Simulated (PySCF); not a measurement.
**Polarisability and C₆ of Pt⁺ (platinum, charge +1)**

[Xe] 4f14 5d9, 2D determinant. Calculation: PySCF 2.14, in ANO-RCC-VTZP; scalar relativity by spin-free X2C-1e. Coupled (time-dependent) response in atomic units; α is the mean over directions. The basis has no added diffuse functions, which lowers α and C₆.

| method | mean α (bohr³) | α xx, yy, zz | C₆ (like pair) | S(−4) |
| --- | --- | --- | --- | --- |
| UHF | 13.37 | 13.11, 13.11, 13.89 | 94.95 | 64.81 |
| PBE | 15.56 | 15.56, 15.56, 15.57 | 112.4 | 96.52 |

S(−4) is the Cauchy moment in α(ω) = α(0) + S(−4) ω² + …

Spin-orbit coupling is absent.

α(iu) at UHF:

```tsv
u (hartree)	α(iu) (bohr³)
0	13.37
0.0500	13.21
0.100	12.77
0.200	11.42
0.300	9.993
0.500	7.839
0.750	6.177
1.00	5.051
1.50	3.521
2.00	2.544
3.00	1.469
5.00	0.6584
```

A single London oscillator, α(iu) = α/(1 + u²/ω²), gives C₆ = (3/4) ω α². Matching the computed C₆ needs ω = 4 × 94.95 / (3 × 13.37²) = 0.708 hartree.

For an ion, C₆ is the dispersion term alone; charge-induced terms of lower order in 1/R come first.

The components differ because the open shell of this determinant is not spherical; for a pure term their mean is the scalar polarisability.

Spin-orbit coupling, absent here, splits the open shell strongly. ⟨S²⟩ = 0.91 against 0.75 shows spin contamination.
